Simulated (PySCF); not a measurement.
cyclopent-3-en-1-ol (C₅H₈O), SMILES OC1CC=CC1. Coordinates come from a B3LYP-D3(BJ)/def2-SVP optimisation. The values are those of a single conformer.

The numbers are results of B3LYP-D3(BJ)/def2-SVP (PySCF 2.14.0), not measurements.

Harmonic wavenumbers (cm⁻¹): 141, 353, 392, 408, 458, 688, 767, 788, 847, 873, 940, 945, 977, 977, 1034, 1078, 1111, 1148, 1175, 1247, 1292, 1301, 1313, 1374, 1421, 1441, 1452, 1680, 3013, 3013, 3080, 3080, 3096, 3181, 3204, 3782. Rotational constants (GHz): 5.742, 3.698, 2.878; symmetry number 1.

Q: Work out the zero-point energy and the ideal-gas rigid-rotor harmonic-oscillator thermochemistry at 298.15 K and 1 atm.

A: ZPE = ½ Σ hcν = ½ × 53071 cm⁻¹ = 75.87 kcal/mol. H − E(el) = 79.92 kcal/mol. Entropy in cal/(mol K): translation 39.20, rotation 26.07, vibration 8.67, total 73.94. G − E(el) = 57.87 kcal/mol. Cp = 23.18 cal/(mol K). Modes under 150 cm⁻¹ make the vibrational entropy uncertain.
